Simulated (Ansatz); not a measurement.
One change: `Cl[SiH2][O][GeH3]` becomes `N[SiH2][O][GeH3]`.

Ansatz, PBE0-D4/def2-TZVP geometries, multiplicity 1. Each molecule was computed in one conformer, which needn't be the lowest.

Scalar relativity is left out up to krypton.

| property | `Cl[SiH2][O][GeH3]` |
| --- | --- |
| HOMO energy (ωB97M-V/def2-TZVPP) / eV | -10.83 |
| HOMO–LUMO gap (PBE/def2-TZVPP) / eV | 6.10 |
| HOMO–LUMO gap (B3LYP/def2-TZVPP) / eV | 7.94 |
| HOMO energy (B3LYP/def2-TZVPP) / eV | -8.37 |
| HOMO–LUMO gap (ωB97M-V/def2-TZVPP) / eV | 12.43 |
| size of the dipole moment (PBE/def2-TZVPP) / D | 1.64 |

Task: What does the change do to each property? (Best estimate.)

Result: Computed: 
| property | `N[SiH2][O][GeH3]` | shift |
| --- | --- | --- |
| HOMO energy (ωB97M-V/def2-TZVPP) / eV | -10.11 | 0.72 |
| HOMO–LUMO gap (PBE/def2-TZVPP) / eV | 5.67 | -0.43 |
| HOMO–LUMO gap (B3LYP/def2-TZVPP) / eV | 7.45 | -0.49 |
| HOMO energy (B3LYP/def2-TZVPP) / eV | -7.43 | 0.94 |
| HOMO–LUMO gap (ωB97M-V/def2-TZVPP) / eV | 12.12 | -0.31 |
| size of the dipole moment (PBE/def2-TZVPP) / D | 0.92 | -0.72 |

With PBE0 the HOMO rises by 0.88 eV and the LUMO rises by 0.47 eV, so the gap narrows by about 0.41 eV. PBE moves the HOMO by 0.93 eV and ωB97M-V by 0.72 eV. Dipoles are sizes alone; their direction can turn.

B3LYP here is the variant with VWN-RPA as its local correlation; programs differ in this.
